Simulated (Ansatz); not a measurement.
Consider the isomerisation: `C[SiH2]C(=O)O` → `[SiH3]OC1CO1`.

Computed with Ansatz on PBE0-D4/def2-TZVP structures; ΔE is electronic, products minus reactants. CBS: MP2 limit from def2 TZ/QZ plus the TZ coupled-cluster correction, frozen cores. Functionals use def2-TZVPP. B3LYP here is the variant with VWN-RPA as its local correlation; programs differ in this. Each species was taken in one conformer, which may not be the lowest.

(1) Is it downhill or uphill in electronic energy at CCSD(T)/CBS, and by how much? (An estimate is asked.)

(2) What do these levels give: r2SCAN-D4, B3LYP-D4, ωB97M-V, B2PLYP, CCSD(T)/def2-TZVPP, SCS-MP2/def2-QZVPP? (Best estimate.)

Largest T1 diagnostic among the species: 0.015.

Answers

(1) The calculation gave: Uphill: ΔE = +25.3 kcal/mol.

(2) The calculation gave: r2SCAN-D4 26.9, B3LYP-D4 27.5, ωB97M-V 25.9, B2PLYP 27.0, CCSD(T)/def2-TZVPP 25.0, SCS-MP2/def2-QZVPP 23.9 kcal/mol.

From PBE to PBE0 (25 % exact exchange), in def2-TZVPP and without D4, ΔE moves by −2.6 kcal/mol.
